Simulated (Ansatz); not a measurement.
Coupled-cluster run, `BN(CC)[SiH2]Cl`.

```yaml
crystal:
  periodic: [false, false, false]
  atoms:
    - {symbol: B, position_ang: [-0.346211, 1.076039, 1.511647]}
    - {symbol: N, position_ang: [0.215095, 0.279696, 0.506969]}
    - {symbol: C, position_ang: [-0.051997, 0.545428, -0.913015]}
    - {symbol: C, position_ang: [-1.248086, -0.229612, -1.428691]}
    - {symbol: Si, position_ang: [1.275311, -1.036774, 0.892882]}
    - {symbol: Cl, position_ang: [3.200972, -0.583739, 0.323134]}
    - {symbol: H, position_ang: [-1.050814, 1.995671, 1.203364]}
    - {symbol: H, position_ang: [-0.111612, 0.825025, 2.657956]}
    - {symbol: H, position_ang: [0.839984, 0.300790, -1.499894]}
    - {symbol: H, position_ang: [-0.218717, 1.618221, -1.030912]}
    - {symbol: H, position_ang: [-2.148703, 0.046899, -0.876030]}
    - {symbol: H, position_ang: [-1.099843, -1.306487, -1.319690]}
    - {symbol: H, position_ang: [-1.415095, -0.016455, -2.487056]}
    - {symbol: H, position_ang: [0.903967, -2.239227, 0.112291]}
    - {symbol: H, position_ang: [1.255728, -1.275465, 2.347035]}
basis:
  gaussian: {orbitals: def2-TZVPP}
correlation: {method: ccsd_t}
```

```sh
$ ansatz run in.yaml --threads 2 --pin off --events-out ev --progress --plain --max-ram 32768MiB --backend cuda --devices 0, --max-vram 18GiB
```

The program prints (abridged):

```
Functional definition: HF
1940 factors; integrals over basis functions are off by at most 1.2e-3 eV
mean field evaluation 1: about -24723.3485 eV, gradient 4.0e1 eV
mean field evaluation 2: about -24723.6575 eV, gradient 4.0e1 eV
mean field evaluation 4: about -24727.8710 eV, gradient 5.4e0 eV
mean field evaluation 8: about -24727.9593 eV, gradient 2.7e-1 eV
mean field -24727.95956419 eV, -908.7357527710 hartree, gradient 3.9e-6 eV, S^2 0.000000; 0 other end points of the search recorded, 0 dependent functions left out
14 core orbitals not correlated: weight in the atoms' cores, before any rotation towards them, 1.000 or more for the frozen orbitals, at most 0.000 for the correlated occupied ones
reference -24727.95956419 eV, -908.7357527710 hartree; 18, 18 occupied and 302, 302 virtual orbitals, 1940 factors
second order -26.53836936 eV of doubles, -0.00000000 eV of singles
cycle   1  -27.61469940 eV  change    -1.1e0 eV  update   1.1e-1
cycle   2  -28.30478712 eV  change   -6.9e-1 eV  update   3.1e-2
cycle   3  -28.42327765 eV  change   -1.2e-1 eV  update   1.5e-2
cycle   4  -28.41081635 eV  change    1.2e-2 eV  update   4.3e-3
cycle   5  -28.41091066 eV  change   -9.4e-5 eV  update   2.2e-3
cycle   6  -28.41118983 eV  change   -2.8e-4 eV  update   6.9e-4
cycle   7  -28.41099295 eV  change    2.0e-4 eV  update   2.2e-4
cycle   8  -28.41103818 eV  change   -4.5e-5 eV  update   6.9e-5
cycle   9  -28.41105148 eV  change   -1.3e-5 eV  update   2.2e-5
perturbative correction -1.14377957 eV, -0.0420331240 hartree
Total energy: -24757.51439524 eV, -909.8218727793 hartree
```

Hardware: 2 threads of an AMD EPYC 7R13 on a shared host and a share of an NVIDIA H100 80 GB. Wall time 10 s, peak host memory 0.85 GiB.

MP2 recovers 89.8 % of the CCSD(T) correlation energy and the triples give 3.9 %; T1 = 0.0112.
